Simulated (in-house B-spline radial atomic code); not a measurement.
A run on the molybdenum ion Mo⁵⁺ (an excited or competing configuration) that did not converge. Method: scalar-relativistic (X2C) wB97X, spin-polarised, spherical fractional occupations, exact exchange averaged over the configuration, Fermi nucleus of rms radius 4.4091 fm; computed with an all-electron radial atomic-structure program (B-spline basis).

Command:
```bash
python run_scf.py task.json out
```
Settings (nuclear radius in fm, mass in u):
```
Z                42
configuration    [Kr] 5d1
hamiltonian      x2c
method           wb97x
spin_polarised   True
nucleus          fermi
rms_radius       4.4091
atomic_mass      97.9054
speed_of_light   137.035999084
exact_exchange   averaged over the configuration
```

First and last ten iterations of the last attempt (damped for 15 steps, keeping 80 % of the old Fock matrix, then DIIS):
```
 iter        energy (Eh)    residual
    1       -4036.759430    5.09e-01
    2       -4041.038979    2.42e-01
    3       -4041.493475    1.63e-01
    4       -4041.714435    1.08e-01
    5       -4041.821694    7.18e-02
    6       -4041.873840    5.31e-02
    7       -4041.899246    3.96e-02
    8       -4041.911652    2.98e-02
    9       -4041.917756    2.25e-02
   10       -4041.920810    1.70e-02
  111       -4041.924535    3.52e-06
  112       -4041.924535    4.43e-06
  113       -4041.924535    4.15e-06
  114       -4041.924535    1.84e-06
  115       -4041.924535    1.15e-06
  116       -4041.924535    1.20e-06
  117       -4041.924535    1.44e-06
  118       -4041.924535    1.26e-06
  119       -4041.924535    1.04e-06
  120       -4041.924535    1.36e-06
 not converged after 120 iterations
```

The smallest residual met was 7.1e-07; the threshold is about 4e-07. Over the last five steps the energy moves by less than 1e-08 hartree, but the orbitals didn't meet the threshold. Time taken, with all properties: 9.8 s on 1 thread of AMD EPYC 9R45 96-Core Processor, with other jobs on the host.
